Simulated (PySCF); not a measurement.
Work out the structure from these simulated measurements.

Formula: C2H6BeSe.

| Quantity | Value |
| --- | --- |
| 13C NMR | chemical shifts (computed TMS as zero) by class: 2.0 (1 C), -10.5 (1 C) ppm [GIAO PBE0/pcSseg-1] |
| Rotational structure | rotational constants A, B, C: 9.202, 2.281, 1.872 GHz [PBE0-D3(BJ)/def2-SVP] |
| Polarisability | 70.3 au [CAM-B3LYP/def2-SVPD] |
| Triplet | lowest triplet excitation (Tamm–Dancoff): 4.05 eV [TDA CAM-B3LYP/def2-SVPD] |
| 1H NMR | chemical shifts (computed TMS as zero) by class: 1.85 (3 H), -0.36 (3 H) ppm [GIAO PBE0/pcSseg-1] |
| UV, strongest line | among the 10 lowest singlet transitions: S4 at 6.01 eV (206 nm, f = 0.084) [TDDFT CAM-B3LYP/def2-SVPD] |
| XPS | Be1s 120.0, C1s 289.7, C1s 291.2 eV [ΔSCF SCAN, pcX-2 on the ionised atom, pcseg-1 elsewhere, spin-free X2C] |

Electronic properties: PySCF, gas phase, density fitting. Levels stand in brackets. Geometry: PBE0-D3(BJ)/def2-SVP; no solvent, vibrations or thermal averaging. Relativistic effects, spin–orbit coupling among them, are left out (core-ionisation runs apart) although an element past zinc is present. Each NMR value is the plain mean over a class of atoms that symmetry, rotation or inversion makes alike.

Q: Give a SMILES that accounts for the data.

A: 2 carbons fall into 2 classes; from least to most shielded: carbon bonded to Se and 3 H (2.0 ppm), carbon bonded to Be and 3 H (-10.5 ppm). Hydrogen classes from least to most shielded: 3 H on a carbon bonded to Se and 3 H (1.85 ppm), 3 H on a carbon bonded to Be and 3 H (-0.36 ppm). The core levels belong to: Be1s 120.0 eV, beryllium bonded to C and Se; C1s 289.7 eV, carbon bonded to Be and 3 H; C1s 291.2 eV, carbon bonded to Se and 3 H. No core level of Se was computed. By its constants the optimised geometry is an asymmetric top. Structure: BeMe(SeMe), `[CH3][Be][Se]C`. The assignments are read from this structure; whether some other isomer fits the data as well wasn't checked. NMR values of atoms bound to Se lack the spin–orbit term that these neighbours bring.
